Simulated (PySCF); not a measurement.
One of the candidates below gave these computed data.

All candidates are C6H9NSi.

| technique | computed result |
| --- | --- |
| NMR, other nuclei | isotropic shieldings of nuclei other than C and H, by class: 99 (1 N), 392 (1 Si) ppm [GIAO CAM-B3LYP/pcSseg-1] |
| UV, first state | lowest singlet excitation: 5.42 eV (229 nm, f = 0.439) [TDDFT CAM-B3LYP/def2-SVPD] |
| Polarisability | 109.4 au [CAM-B3LYP/def2-SVPD] |
| Triplet | lowest triplet excitation (Tamm–Dancoff): 3.39 eV [TDA CAM-B3LYP/def2-SVPD] |
| Rotational structure | rotational constants A, B, C: 6.035, 0.873, 0.770 GHz [PBE0-D3(BJ)/def2-SVP] |
| 13C NMR | chemical shifts (computed TMS as zero) by class: 141.0 (1 C), 136.8 (1 C), 133.4 (1 C), 133.2 (1 C), 117.9 (1 C), 117.6 (1 C) ppm [GIAO CAM-B3LYP/pcSseg-1] |
| Valence photoelectron | vertical ionisation energy: 7.79 eV [ΔSCF CAM-B3LYP/def2-SVPD] |
| 1H NMR | chemical shifts (computed TMS as zero) by class: 6.85 (1 H), 6.63 (1 H), 6.57 (1 H), 6.56 (1 H), 5.71 (1 H), 5.19 (1 H), 4.84 (3 H) ppm [GIAO CAM-B3LYP/pcSseg-1] |
| Dipole | 2.00 D [CAM-B3LYP/def2-SVPD] |

Gas-phase values; electronic properties from PySCF, density fitting. Levels stand in brackets. Isolated species at its PBE0-D3(BJ)/def2-SVP geometry (one conformer only). NMR values are class means; diastereotopic atoms form classes of their own.

**Question.** Which candidate is it?
A. `C=Cc1ccn([SiH3])c1`
B. `C#C[SiH2]/N=C\C=C/C`
C. `N#C[C@]1(C[SiH3])[C@@H]2C[C@@H]21`
D. `C=Cc1cccn1[SiH3]`

**Answer.** A. It is `C=Cc1ccn([SiH3])c1`. Numbering: `[CH2:1]=[CH:2][c:3]1[cH:4][cH:5][n:6]([SiH3:7])[cH:8]1`. Its formula, C6H9NSi, gives 4 degrees of unsaturation: 1 ring and 3 π bonds in the structure found (Kekulé form). 6 carbons fall into 6 classes; from least to most shielded: alkene CH carbon [C2] (141.0 ppm), substituted aromatic carbon [C3] (136.8 ppm), aromatic CH next to a ring nitrogen [C5] (133.4 ppm), aromatic CH next to a ring nitrogen [C8] (133.2 ppm), aromatic CH carbon [C4] (117.9 ppm), terminal =CH2 carbon [C1] (117.6 ppm). Hydrogen classes from least to most shielded: 1 H on an aromatic CH carbon, C4 (6.85 ppm), 1 H on an aromatic CH next to a ring nitrogen, C5 (6.63 ppm), 1 H on an alkene CH carbon, C2 (6.57 ppm), 1 H on an aromatic CH next to a ring nitrogen, C8 (6.56 ppm), 1 H on a terminal =CH2 carbon, C1 (5.71 ppm), 1 H on a terminal =CH2 carbon, C1 (5.19 ppm), 3 H on an SiH3 silicon, Si7 (4.84 ppm). The other shieldings belong to: 99 ppm, pyrrole-type nitrogen [N6]; 392 ppm, SiH3 silicon [Si7]. The first electron is taken from the HOMO, whose largest Löwdin shares are 0.20 on an aromatic CH next to a ring nitrogen, 0.18 on the terminal =CH2 carbon, 0.18 on the substituted aromatic carbon and 0.12 on the alkene CH carbon. By its constants the optimised geometry is an asymmetric top.

The others, at the same levels:
- `C#C[SiH2]/N=C\C=C/C` fails: its computed 13C shifts are 177.8 (1 C), 152.7 (1 C), 135.1 (1 C), 103.7 (1 C), 87.6 (1 C), 14.7 (1 C) ppm, 1H shifts are 9.12 (1 H), 6.28 (1 H), 6.08 (1 H), 5.07 (2 H), 2.24 (1 H), 2.09 (3 H) ppm and lowest singlet excitation is 3.66 eV (338 nm, f = 0.001) (against 5.42 eV).
- `N#C[C@]1(C[SiH3])[C@@H]2C[C@@H]21` fails: it has 5 carbon classes against 6; its computed 13C shifts are 126.9 (1 C), 38.1 (1 C), 25.8 (1 C), 14.6 (1 C), 11.9 (2 C) ppm, 1H shifts are 3.93 (3 H), 1.91 (2 H), 1.29 (1 H), 1.28 (1 H), 0.76 (2 H) ppm and lowest singlet excitation is 7.33 eV (169 nm, f = 0.001) (against 5.42 eV).
- `C=Cc1cccn1[SiH3]` fails: its computed 13C shifts are 144.3 (1 C), 137.3 (1 C), 134.2 (1 C), 120.8 (1 C), 118.0 (1 C), 118.0 (1 C) ppm, lowest singlet excitation is 4.71 eV (263 nm, f = 0.383) (against 5.42 eV) and vertical ionisation energy is 7.57 eV (against 7.79 eV).

Each candidate is one conformer, not necessarily the lowest. Dipoles, sizes and rotational constants follow the conformer. The torsions of the flexible species, by atom-mapped SMILES:
- `[CH2:1]=[CH:2][c:3]1[cH:4][cH:5][n:6]([SiH3:7])[cH:8]1`: C1–C2–C3–C4 1°
- `[CH:1]#[C:2][SiH2:3]/[N:4]=[CH:5]\[CH:6]=[CH:7]/[CH3:8]`: C2–Si3–N4–C5 -121°, N4–C5–C6–C7 180°
- `[N:1]#[C:2][C@:3]1([CH2:4][SiH3:5])[C@@H:6]2[CH2:7][C@H:8]12`: C2–C3–C4–Si5 67°
- `[CH2:1]=[CH:2][c:3]1[cH:4][cH:5][cH:6][n:7]1[SiH3:8]`: C1–C2–C3–C4 7°
